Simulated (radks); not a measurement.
Problem. Species: Re2+. Configuration: [Kr] 4d10 4f14 5s2 5p5 5d5 5f1 (not the ground configuration). All-electron calculation, Dirac Kohn-Sham, PBEsol, spin-unpolarised, spherical densities, finite nucleus; open shells fill j = l - 1/2 first; Fermi nuclear charge, rms radius 5.3698 fm. Program: a radial shooting solver on a logarithmic mesh with Libxc functionals.

Spin-orbit splittings of the eigenvalues, e(l+1/2) - e(l-1/2), with zeta = 2 splitting/(2l+1) and mean radii in bohr:

shell  occ.  splitting (eV)  zeta (eV)  <r> j=l-1/2  <r> j=l+1/2
2p        6               ?          ?      0.06247      0.07055
3p        6           312.4      208.3       0.1870       0.2019
3d       10           67.85      27.14       0.1765       0.1811
4p        6           72.97      48.65       0.4451       0.4786
4d       10           13.49      5.395       0.4934       0.5048
4f       14           2.522     0.7206       0.5739       0.5824
5p        5           11.34      7.559        1.124        1.220
5d        5           1.150     0.4598        1.637        1.682
5f        1        0.008534   0.002438        5.292        5.306

Estimate the 2p splitting.

Solution. 1439 eV (zeta = 959.2 eV).
